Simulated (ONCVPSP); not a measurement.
**How hard is this holmium (Ho) ONCV potential?**

```
Element                 : holmium (Ho)
Generator               : ONCVPSP 4.0.1
Type                    : optimised norm-conserving Vanderbilt (ONCV)
Functional              : PBE
Relativity              : scalar-relativistic
Frozen core             : [Kr] 4d10
Valence charge          : 21
Reference configuration : 4f11 5s2 5p6 (charge +2)
Partial waves           : 5s: rc 1.85 bohr, ncon 4, nbas 9, qcut 5.9 1/bohr, 2 projectors, debl 3.1 Ha; 5p: rc 1.90 bohr, ncon 5, nbas 10, qcut 7.2 1/bohr, 2 projectors, debl 0.4 Ha; d scattering state at 0.24 Ha: rc 1.95 bohr, ncon 4, nbas 8, qcut 4.9 1/bohr, 2 projectors, debl 2.8 Ha; 4f: rc 0.95 bohr, ncon 5, nbas 9, qcut 16.3 1/bohr, 2 projectors, debl 3.3 Ha
Local potential         : polynomial inside 0.75 bohr (lpopt 5, dvloc0 0 Ha)
Core correction         : Teter function, fcfact 4.75, rcfact 1.25
```

In the p channel the program set the typed energies aside and used -1.473, 0.250 Ha. In the d channel the program set the typed energies aside and used 0.050, 2.850 Ha.

Q: For each optimised wave give the share of its norm inside rc, the residual kinetic energy above qcut (Ha) and the cutoffs (Ha) for errors of 10, 1, 0.1 and 0.01 mHa per electron.

A:

```tsv
wave	norm inside rc	residual KE	10 mHa	1 mHa	0.1 mHa	0.01 mHa
5s	0.904	3.2e-05	10.4	13.5	16.3	42.4
s projector 2	0.072	6.5e-05	9.9	13.8	17.0	39.5
5p	0.793	7.3e-06	12.6	18.3	22.1	26.2
p projector 2	0.050	3.5e-06	5.5	15.9	20.9	24.4
d projector 1	0.155	4.0e-05	6.5	9.1	11.2	15.9
d projector 2	0.103	2.3e-04	9.0	10.8	13.9	33.5
4f	0.696	1.5e-03	118.1	148.2	354.5	398.9
f projector 2	0.037	5.3e-04	107.3	127.7	189.6	398.2
```

The occupied waves need 148 Ha and 354 Ha for 1 and 0.1 mHa. Note: ghosts flagged at negative energy: s at -455.4 eV, p at -108.7 eV; GHOST(+) flagged for d at 165.7 eV. A true bound ghost makes a file unfit for plane-wave use. 2 of 4 tests not solved or not reliable.
